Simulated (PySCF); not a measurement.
InH₂ + 2 Cl₂ → InCl₂ + 2 HCl

Level: PBE0 in the def2-TZVP basis family, computed in PySCF with density fitting; scalar-relativistic core potentials for atoms from Rb on, none lighter, no spin–orbit coupling; open shells unrestricted.

```
species                                state and structure       E (Eh)  ZPE (kJ/mol)  H(298 K) − H(0) (kJ/mol)  S° (J/(mol K))
   InH₂     doublet, C2v, In–H 1.758 Å (×2); H–In–H 120.7°   -191.26970          23.5                      10.3           234.4
    Cl₂                        singlet, D∞h, Cl–Cl 1.982 Å   -920.08940           3.5                       9.1           222.5
  InCl₂  doublet, C2v, In–Cl 2.353 Å (×2); Cl–In–Cl 119.5°  -1110.34894           4.5                      13.9           313.8
    HCl                         singlet, C∞v, H–Cl 1.279 Å   -460.66440          17.9                       8.7           186.6
```

(1) What is the electronic reaction energy?

(2) Add zero-point, thermal and entropy terms for 298.15 K and 1 bar.

## Answers

(1) At PBE0/def2-TZVP, ΔE = -601.9 kJ/mol from the differences of the total energies times 2625.5, downhill. 

(2) ΔZPE = 9.8 and Δ[H(298) − H(0)] = 2.8 kJ/mol give ΔH° = -589.3 kJ/mol. ΔS° = 7.6 J/(mol K), so ΔG° = -589.3 − 298.15 × (0.0076) = -592 kJ/mol.

The structures come from searches over a few start shapes, so lower isomers are not excluded.
